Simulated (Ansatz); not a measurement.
Reaction (ligand exchange at the Si–C bond): `C=C[SiH](O)Cl` + `N[SiH](O)Cl` → `O[Si@@H](Cl)N[Si@@H](O)Cl` + `C=C`

Isolated molecules relaxed with PBE0-D4/def2-TZVP in Ansatz; ΔE leaves out vibrations. CBS: MP2 limit from def2 TZ/QZ plus the TZ coupled-cluster correction, frozen cores. This one scheme is used for every species. DFT in def2-TZVPP. One conformer a species, not always the lowest.

| level | ΔE (kJ/mol) |
| --- | --- |
| r2SCAN-D4 | -70.9 |
| CCSD(T)/def2-TZVPP | -72.3 |

Problem. What does CCSD(T)/CBS give? (Estimate.)

Solution. The calculation gave: -71.8 kJ/mol. The listed levels differ from it by 0.9, -0.5 kJ/mol.

Largest T1 diagnostic among the species: 0.011.

From PBE to PBE0 (25 % exact exchange), in def2-TZVPP and without D4, ΔE moves by −3.6 kJ/mol. The D4 term adds −7.0 kJ/mol with B3LYP and −4.3 kJ/mol with PBE0; it sums over pairs of atoms, weighted by their polarisabilities, and B3LYP, whose exchange is more repulsive, gets the larger term.

B3LYP here is the variant with VWN-RPA as its local correlation; programs differ in this.
